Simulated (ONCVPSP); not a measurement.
# PBE ONCV dataset for Se, scalar-relativistic all-electron reference.

```
Element                 : Se
Generator               : ONCVPSP 4.0.1
Type                    : optimised norm-conserving Vanderbilt (ONCV)
Functional              : PBE
Relativity              : scalar-relativistic
Frozen core             : [Ar]
Valence charge          : 16
Reference configuration : 3d10 4s2 4p3.75 (charge +0.25)
Partial waves           : 4s: rc 1.50 bohr, ncon 4, nbas 7, qcut 3.5 1/bohr, 1 projector; 4p: rc 1.45 bohr, ncon 4, nbas 7, qcut 5.5 1/bohr, 2 projectors, debl 1.7 Ha; 3d: rc 0.85 bohr, ncon 4, nbas 9, qcut 21.9 1/bohr, 2 projectors, debl 3 Ha
Local potential         : polynomial inside 0.85 bohr (lpopt 5, dvloc0 0 Ha)
Core correction         : Teter function, fcfact 4.5, rcfact 1.45
```

Poles of the logarithmic derivatives, all-electron (AE) and pseudo (PS). s: poles at 2.8 (AE) and 2.4 (PS) Ha. p: poles at 4.3 (AE) and 3.3 (PS) Ha. d: poles at 0.2 (AE) and 0.2 (PS) Ha. Test radii: s 1.52, p 1.47, d 0.86 bohr.

* Cutoffs needed: 169 Ha and 190 Ha (the cutoffs (Ha) at which the residual kinetic energy of the hardest occupied pseudo-wave falls to 1 and 0.1 mHa per electron)
* Ghost test: ghosts flagged at negative energy: s at -160.6 eV; GHOST(+) flagged for p at 96.1 eV; a true bound ghost makes a file unfit for plane-wave use
* Largest excitation error: -4.0 meV (all-electron minus pseudo) for 3d10 4s2 4p2, out of 4 test configurations
* rms error of d²Exc/dni dnj: 7.70 mHa without and 1.03 mHa with the model core
